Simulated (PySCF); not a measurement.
Se(SiH3)(GeH3), SMILES [SiH3][Se][GeH3] (PBE0/def2-SVP optimised geometry):

```
9

Se     0.364     1.002     0.000
Si    -1.888     0.628     0.018
H     -2.531     1.973     0.016
H     -2.304    -0.130     1.237
H     -2.321    -0.142    -1.188
Ge     0.995    -1.275     0.000
H      0.451    -1.973    -1.259
H      2.531    -1.275     0.000
H      0.451    -1.973     1.259
```

Level of theory: PBE0/def2-TZVP (PySCF).

Q: What are the frontier orbital energies and the dipole moment?

A: HOMO-2 -9.08 eV, HOMO-1 -8.57 eV, HOMO -6.99 eV, LUMO -0.45 eV, LUMO+1 -0.15 eV; dipole moment 1.07 D.

On the same geometry PySCF with PBE/def2-TZVP gives HOMO-2 -7.92 eV, HOMO-1 -7.46 eV, HOMO -5.88 eV, LUMO -1.31 eV, LUMO+1 -0.99 eV; dipole moment 0.97 D.

Meta-Löwdin charges at PBE0/def2-TZVP: Se1 -0.29, Si2 0.38, H3 -0.07, H4 -0.08, H5 -0.08, Ge6 0.29, H7 -0.05, H8 -0.04, H9 -0.05.
